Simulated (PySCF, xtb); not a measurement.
ClFH5NSi2, SMILES N[Si@@H](Cl)[SiH2]F.

GFN2-xTB (xtb) at its own geometry gives an orbital gap of 4.27 eV and a dipole moment of 1.18 D.

Coordinates come from a r2SCAN-D4/def2-SVP optimisation. The structure was generated by enumeration; whether it is a known compound was not checked. The values are those of a single conformer.

**Question.** What does PySCF with HF/def2-TZVP give? (An estimate is asked for; the answer gives what the named calculation found.)

**Answer.** gap 13.60 eV (levels -11.01 and 2.58 eV), dipole 1.78 D.
